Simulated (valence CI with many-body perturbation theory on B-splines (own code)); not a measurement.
## E1 transitions of Yb²¹⁺

Level of theory: relativistic CI+MBPT: three valence electrons over a frozen Dirac-Fock core [Kr] 4d10, radial functions for each j: 8 s, 8 p, 9 d, 9 f, 6 g, 3 h, 2 i, with the one-electron correlation potential Σ1, the two-electron term Σ2, the three-electron term Σ3, Breit, model QED; selected CI, second order for the rest (own B-spline code, finite nucleus).

No measured spectrum was set against this ion. As an estimate, terms of the open shell hold to a few per cent of their energy, and close levels can change places. Core correlation moves these levels by up to 44000 cm⁻¹, and in measured spectra 5 to 20 % of such shifts remained as error; rates that hang on mixing are uncertain with them.

Lines 1 to 50 of 164 in falling wavelength, among levels below 610180 cm⁻¹, chosen from the strongest by gf and those to the six lowest levels. Wavelengths and rates use the calculated energies, so an error of 2000 cm⁻¹ moves a line at 260.1 Å by 0.52 % and its rate by three times that or more. Electric multipoles are in the length gauge, E1 and E2 with the static RPA response of the core. Weak lines are less certain than strong ones. Lines between different terms over intervals too small for the method are left out, as are lines whose strength nearly cancels. Where a level lies close to another of its J and parity, the split of strength between their lines is uncertain. The highest levels of a list are the least certain.

Names give the largest LS component (configuration and term), which can be under half, so a name can repeat, a term be missing and a line seem to break the LS rules; names also repeat where a configuration has a term twice. Letters in brackets count levels of one name in rising energy.

| λ vac (Å) | Upper | Lower | A (s⁻¹) | log gf | Branch % |
| --- | --- | --- | --- | --- | --- |
| 260.1 | 4f2 5s 2G_9/2 | 4f3 2F°_7/2 [b] | 7.61e+03 | -6.11 | 1.9 |
| 256.3 | 4f2 5s 2F_7/2 | 4f3 2F°_7/2 [b] | 1.02e+04 | -6.10 | 1.6 |
| 239.9 | 4f2 5s 2G_7/2 | 4f3 2G°_7/2 [b] | 4.03e+04 | -5.56 | 9.1 |
| 239.8 | 4f2 5s 2F_5/2 | 4f3 2G°_7/2 [b] | 5.04e+04 | -5.58 | 8.7 |
| 237.8 | 4f2 5s 2G_7/2 | 4f3 2G°_9/2 [b] | 1.57e+04 | -5.97 | 3.5 |
| 232.1 | 4f2 5s 2G_9/2 | 4f3 2G°_7/2 [b] | 9.49e+03 | -6.12 | 2.4 |
| 230.9 | 4f2 5s 2G_7/2 | 4f3 2F°_7/2 [a] | 1.82e+04 | -5.93 | 4.1 |
| 230.1 | 4f2 5s 2G_9/2 | 4f3 2G°_9/2 [b] | 8.38e+04 | -5.18 | 21.0 |
| 229.1 | 4f2 5s 2F_7/2 | 4f3 2G°_7/2 [b] | 3.94e+04 | -5.61 | 6.2 |
| 227.2 | 4f2 5s 2F_7/2 | 4f3 2G°_9/2 [b] | 1.00e+05 | -5.21 | 15.9 |
| 226.3 | 4f2 5s 4F_9/2 | 4f3 2H°_11/2 [b] | 1.65e+04 | -5.90 | 4.3 |
| 224.4 | 4f2 5s 2H_9/2 | 4f3 2H°_9/2 [b] | 1.39e+04 | -5.98 | 3.9 |
| 222.2 | 4f2 5s 2F_5/2 | 4f3 2F°_5/2 [a] | 3.90e+04 | -5.76 | 6.8 |
| 220.9 | 4f2 5s 2H_11/2 | 4f3 2H°_11/2 [b] | 1.92e+04 | -5.77 | 3.4 |
| 220.8 | 4f2 5s 2F_7/2 | 4f3 2F°_7/2 [a] | 3.65e+04 | -5.67 | 5.8 |
| 219.9 | 4f2 5s 4F_9/2 | 4f3 4D°_7/2 | 7.08e+04 | -5.29 | 18.5 |
| 218.8 | 4f2 5s 2D_5/2 | 4f3 2D°_5/2 [b] | 2.64e+04 | -5.95 | 2.7 |
| 218.6 | 4f2 5s 4F_5/2 | 4f3 4D°_3/2 | 3.46e+04 | -5.83 | 7.7 |
| 218.5 | 4f2 5s 2G_7/2 | 4f3 2H°_9/2 [b] | 4.95e+04 | -5.55 | 11.1 |
| 218.3 | 4f2 5s 2H_9/2 | 4f3 2I°_11/2 | 1.42e+05 | -4.99 | 40.2 |
| 217.0 | 4f2 5s 2G_9/2 | 4f3 2H°_11/2 [b] | 3.74e+04 | -5.58 | 9.3 |
| 215.2 | 4f2 5s 4F_3/2 | 4f3 2P°_1/2 | 2.75e+04 | -6.12 | 6.5 |
| 214.9 | 4f2 5s 4F_9/2 | 4f3 2I°_11/2 | 4.35e+04 | -5.52 | 11.4 |
| 214.3 | 4f2 5s 4F_7/2 | 4f3 4D°_5/2 | 6.69e+04 | -5.43 | 14.8 |
| 214.3 | 4f2 5s 2H_9/2 | 4f3 4G°_11/2 | 1.85e+04 | -5.90 | 5.2 |
| 213.9 | 4f2 5s 2H_11/2 | 4f3 2I°_13/2 | 3.60e+05 | -4.53 | 63.6 |
| 213.2 | 4f2 5s 4H_9/2 | 4f3 4G°_7/2 | 3.38e+04 | -5.64 | 27.4 |
| 213.1 | 4f2 5s 4H_7/2 | 4f3 4G°_5/2 | 4.36e+04 | -5.62 | 42.1 |
| 212.5 | 4f2 5s 4H_11/2 | 4f3 4G°_9/2 | 5.06e+04 | -5.39 | 34.5 |
| 212.5 | 4f2 5s 4F_9/2 | 4f3 2G°_9/2 [a] | 1.63e+04 | -5.96 | 4.3 |
| 212.2 | 4f2 5s 4F_7/2 | 4f3 2D°_5/2 [a] | 2.59e+04 | -5.86 | 5.7 |
| 211.5 | 4f2 5s 4F_5/2 | 4f3 2D°_3/2 [a] | 2.47e+04 | -6.00 | 5.5 |
| 211.1 | 4f2 5s 2D_3/2 | 4f3 2D°_3/2 [c] | 4.24e+04 | -5.95 | 4.6 |
| 211.1 | 4f2 5s 2G_9/2 | 4f3 4D°_7/2 | 5.12e+04 | -5.47 | 12.8 |
| 211.0 | 4f2 5s 4F_5/2 | 4f3 2G°_7/2 [a] | 2.33e+04 | -6.03 | 5.2 |
| 210.9 | 4f2 5s 2D_3/2 | 4f3 2F°_5/2 [a] | 8.32e+04 | -5.65 | 9.0 |
| 210.7 | 4f2 5s 4H_13/2 | 4f3 4G°_11/2 | 5.77e+04 | -5.27 | 38.1 |
| 210.0 | 4f2 5s 2H_11/2 | 4f3 2I°_11/2 | 2.26e+04 | -5.75 | 4.0 |
| 209.4 | 4f2 5s 2H_9/2 | 4f3 2G°_7/2 [a] | 2.60e+04 | -5.77 | 7.4 |
| 209.2 | 4f2 5s 4H_9/2 | 4f3 4F°_7/2 | 1.17e+04 | -6.12 | 9.5 |
| 209.2 | 4f2 5s 4P_5/2 | 4f3 2F°_7/2 [a] | 2.59e+04 | -5.99 | 1.9 |
| 209.0 | 4f2 5s 2F_5/2 | 4f3 2D°_5/2 [a] | 3.09e+04 | -5.92 | 5.4 |
| 208.7 | 4f2 5s 4P_5/2 | 4f3 2D°_5/2 [b] | 3.97e+04 | -5.81 | 3.0 |
| 208.3 | 4f2 5s 4F_7/2 | 4f3 4G°_9/2 | 4.70e+04 | -5.61 | 10.4 |
| 207.6 | 4f2 5s 2H_11/2 | 4f3 2G°_9/2 [a] | 3.67e+04 | -5.55 | 6.5 |
| 207.3 | 4f2 5s 2D_5/2 | 4f3 4D°_7/2 | 3.74e+04 | -5.84 | 3.8 |
| 207.3 | 4f2 5s 4F_7/2 | 4f3 2G°_7/2 [a] | 2.57e+04 | -5.88 | 5.7 |
| 207.0 | 4f2 5s 4F_5/2 | 4f3 4G°_7/2 | 4.36e+04 | -5.77 | 9.7 |
| 206.9 | 4f2 5s 2I_13/2 | 4f3 2H°_11/2 [b] | 4.42e+04 | -5.40 | 4.5 |
| 206.8 | 4f2 5s 4P_3/2 | 4f3 2F°_5/2 [a] | 7.61e+04 | -5.71 | 6.0 |
